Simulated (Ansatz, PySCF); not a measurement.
Gas-phase reaction in SMILES: ClC(Br)(Br)Br + 4 [H][H] (H2) → 3 Br (HBr) + C (CH4) + Cl (HCl)
Each molecule is optimised on its own at B3LYP-D3(BJ)/def2-TZVP (Ansatz, a program for electronic structure). Frequencies are from Ansatz or PySCF.

Wanted: energy of full hydrogenation (enthalpy at 298 K, with B3LYP-D3(BJ) rigid-rotor harmonic-oscillator terms), in kJ/mol. Correlated levels leave the core frozen unless marked. No spin-orbit coupling. Frozen are the shells of the preceding noble gas and the d and f shells that filled before the atom's block. No relativistic terms. CBS marks a two-point X^-3 extrapolation of the correlation energy; Hartree-Fock from the larger set. [CCSD(T)-MP2]/basis is that difference in the basis named.

```csv
level,program,energy of full hydrogenation (kJ/mol),minus last row
HF/def2-TZVPP,Ansatz,-467.3,-117.9
PBE/def2-TZVPD,Ansatz,-332.7,16.7
PBE0/6-31G*,Ansatz,-346.8,2.6
"MP2/CBS(def2-TZVPP,def2-QZVPP)",Ansatz,-309.7,39.7
SCS-MP2/def2-TZVPP,Ansatz,-341.9,7.5
"RI-MP2/CBS(def2-TZVPPD,def2-QZVPPD)+[CCSD(T)-MP2]/def2-SVPD",Ansatz,-338.2,11.2
"CCSD(T)/CBS(def2-TZVPPD,def2-QZVPPD)",Ansatz,-349.4,0.0
```
